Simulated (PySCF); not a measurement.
TiOBr, SMILES [O]=[Ti][Br] (connectivity only; charge and spin as stated), neutral, multiplicity 2. Atoms are numbered in the order given.

```xyz
3

Ti     0.3573     1.1450     0.0000
O     -0.6440     2.4156     0.0000
Br    -0.0774    -1.2719     0.0000
```
Charge 0, spin multiplicity 2.

Geometry: B3LYP-D3(BJ)/def2-TZVP. The multiplicity is an assumed one; other spin states were not compared.

Level of theory: PBE/def2-TZVPD run with PySCF.

The molecule is in vacuum.

```json
{
  "total_energy": "-3498.28975 hartree",
  "point_group": "Cs",
  "α spin, highest occupied and lowest empty level": "-4.53 and -3.82 eV",
  "β spin, highest occupied and lowest empty level": "-6.86 and -3.35 eV",
  "dipole_moment": "4.50 D",
  "quadrupole, principal values (traceless, Buckingham form, about the centre of nuclear charge)": "-15.97, 2.73, 13.24 D·Å",
  "mean_static_polarisability": "73.0 bohr³ (10.82 Å³)",
  "polarisability_principal_values": "45.8, 83.4, 89.8 bohr³",
  "⟨S²⟩": "0.757 (pure state 0.75)"
}
```
